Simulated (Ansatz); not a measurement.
A nudged elastic band was laid between two geometries of C4H12SSi (18 atoms, charge 0, multiplicity 1).

The calculation used RKS PBE0-D4/STO-3G (Ansatz).

```json
{
  "movable images": "5",
  "climbing image": "yes",
  "spring": "5.0 eV/Å²",
  "optimiser": "quadratic models (default)",
  "start path": "through a guess of the saddle point",
  "force threshold": "0.05 eV/Å",
  "iteration limit": "60",
  "end points": "relaxed"
}
```

First end point:

```xyz
18
Properties=species:S:1:pos:R:3
C 0.480 -2.317 -0.843
Si 0.755 -1.048 0.498
C -0.355 0.467 0.240
C -0.015 1.153 -1.113
C -0.112 1.486 1.390
S -2.096 -0.103 0.249
H 0.764 -1.926 -1.825
H 1.075 -3.217 -0.660
H -0.571 -2.615 -0.894
H 2.131 -0.608 0.487
H 0.466 -1.626 1.790
H 1.036 1.472 -1.137
H -0.639 2.046 -1.264
H -0.188 0.474 -1.958
H -0.740 2.378 1.259
H -0.348 1.045 2.368
H 0.937 1.814 1.405
H -2.617 1.135 0.061
```

Last end point:

```xyz
18
Properties=species:S:1:pos:R:3
C 0.441 -2.329 -0.827
Si 0.691 -1.076 0.533
C -0.350 0.479 0.226
C 0.076 1.152 -1.109
C -0.124 1.489 1.387
S -2.108 -0.029 0.153
H -0.618 -2.581 -0.940
H 0.797 -1.949 -1.789
H 0.984 -3.255 -0.614
H 2.080 -0.685 0.596
H 0.316 -1.647 1.806
H 1.138 1.432 -1.083
H -0.507 2.066 -1.287
H -0.081 0.479 -1.962
H -0.712 2.404 1.227
H -0.422 1.058 2.352
H 0.935 1.778 1.452
H -2.575 1.225 -0.070
```

(1) Which bonds break or form, and what moves?

(2) Give the energies along the band, and the barrier.

(3) What is the geometry of the highest image?

(4) What are the harmonic wavenumbers there?

The band took 6 iterations and of the order of 2.5 core-minutes.

Results:

(1) No bond is made or broken. The dihedral H7–C1–Si2–C3 goes from 64 to -56°. The two ends are copies of one structure, up to a mirror image or an exchange of like atoms.

(2) The run converged. The highest image is number 3 of 0 to 6, 0.046 eV above the ends, which have the same energy within 2 meV. A vibrational analysis at the climbing image gives one clearly imaginary mode, 141i cm⁻¹: a first-order saddle point. Limits of this set-up: minimal basis.

```json
{"image": "0", "path coordinate (Å)": "0.00", "energy (eV)": "0.000", "dihedral H7–C1–Si2–C3 (°)": "64"}
{"image": "1", "path coordinate (Å)": "0.59", "energy (eV)": "0.011", "dihedral H7–C1–Si2–C3 (°)": "44"}
{"image": "2", "path coordinate (Å)": "1.18", "energy (eV)": "0.035", "dihedral H7–C1–Si2–C3 (°)": "24"}
{"image": "3", "path coordinate (Å)": "1.79", "energy (eV)": "0.046", "dihedral H7–C1–Si2–C3 (°)": "4"}
{"image": "4", "path coordinate (Å)": "2.39", "energy (eV)": "0.034", "dihedral H7–C1–Si2–C3 (°)": "-17"}
{"image": "5", "path coordinate (Å)": "2.99", "energy (eV)": "0.011", "dihedral H7–C1–Si2–C3 (°)": "-37"}
{"image": "6", "path coordinate (Å)": "3.58", "energy (eV)": "0.000", "dihedral H7–C1–Si2–C3 (°)": "-56"}
```

(3) 
```xyz
18
Properties=species:S:1:pos:R:3
C 0.440 -2.338 -0.829
Si 0.702 -1.070 0.525
C -0.351 0.478 0.229
C 0.071 1.157 -1.104
C -0.128 1.486 1.392
S -2.107 -0.039 0.155
H -0.224 -1.953 -1.608
H 1.385 -2.612 -1.305
H -0.011 -3.253 -0.436
H 2.086 -0.658 0.565
H 0.359 -1.630 1.812
H 1.130 1.450 -1.074
H -0.523 2.065 -1.284
H -0.073 0.485 -1.960
H -0.719 2.399 1.233
H -0.427 1.052 2.356
H 0.929 1.778 1.458
H -2.576 1.214 -0.072
```

(4) 141i, 68, 151, 217, 245, 261, 274, 286, 335, 358, 393, 582, 619, 798, 818, 880, 908, 1004, 1030, 1041, 1053, 1104, 1126, 1133, 1278, 1294, 1357, 1536, 1582, 1598, 1694, 1703, 1703, 1709, 1711, 1715, 2688, 2725, 2999, 3343, 3344, 3371, 3510, 3512, 3524, 3527, 3542, 3545 cm⁻¹.

Run time: 2.5 min on 1 thread of Arm Neoverse V1, with other jobs on the host, peak memory 0.14 GiB.
